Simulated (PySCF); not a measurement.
# Bi⁺ (bismuth, charge +1): B3LYP calculation

Configuration: [Xe] 4f14 5d10 6s2 6p1 7s1, high-spin 3P determinant (an excited configuration). All numbers are calculated (PySCF 2.14, a scalar-relativistic core potential, in aug-cc-pVQZ-PP with ECP60MDF (7s7p5d3f2g, 92 functions)).

```json
{"Total energy": "-214.0959 hartree", "One-electron energy": "-363.1128 hartree", "Hartree (Coulomb) energy": "165.8304 hartree", "Exchange-correlation energy": "-16.8134 hartree", "⟨S²⟩": "2.0010", "⟨L²⟩": "2.048", "Sum of ⟨r⟩": "32.09 bohr", "Sum of ⟨r²⟩": "73.66 bohr²", "Traceless quadrupole moment −½Σ⟨3z² − r²⟩ along its main axis": "-0.939 e·bohr²", "Time after the integrals": "about 5 core-seconds"}
```

```json
{"shell": "5s α", "electrons": "1", "mean orbital energy (hartree)": "-6.42251", "spread (hartree)": "0", "rms radius, mean of both spins (bohr)": "0.893"}
{"shell": "5s β", "electrons": "1", "mean orbital energy (hartree)": "-6.41761", "spread (hartree)": "0", "rms radius, mean of both spins (bohr)": "0.893"}
{"shell": "5p α", "electrons": "3", "mean orbital energy (hartree)": "-4.15217", "spread (hartree)": "0.01491", "rms radius, mean of both spins (bohr)": "1.02"}
{"shell": "5p β", "electrons": "3", "mean orbital energy (hartree)": "-4.14820", "spread (hartree)": "0.02148", "rms radius, mean of both spins (bohr)": "1.02"}
{"shell": "5d α", "electrons": "5", "mean orbital energy (hartree)": "-1.50104", "spread (hartree)": "0.01781", "rms radius, mean of both spins (bohr)": "1.32"}
{"shell": "5d β", "electrons": "5", "mean orbital energy (hartree)": "-1.49459", "spread (hartree)": "0.02526", "rms radius, mean of both spins (bohr)": "1.32"}
{"shell": "6s α", "electrons": "1", "mean orbital energy (hartree)": "-0.97424", "spread (hartree)": "0", "rms radius, mean of both spins (bohr)": "2.22"}
{"shell": "6s β", "electrons": "1", "mean orbital energy (hartree)": "-0.94253", "spread (hartree)": "0", "rms radius, mean of both spins (bohr)": "2.22"}
{"shell": "6p α", "electrons": "1", "mean orbital energy (hartree)": "-0.55725", "spread (hartree)": "0", "rms radius, mean of both spins (bohr)": "2.87"}
{"shell": "7s α", "electrons": "1", "mean orbital energy (hartree)": "-0.25301", "spread (hartree)": "0", "rms radius, mean of both spins (bohr)": "5.50"}
```

Energies and moments cover only the electrons outside the core potential. Spin-orbit coupling, absent here, splits the open shell strongly. The outer electron is Rydberg-like, and this basis confines it to a smaller radius and binds it less than a complete one would.
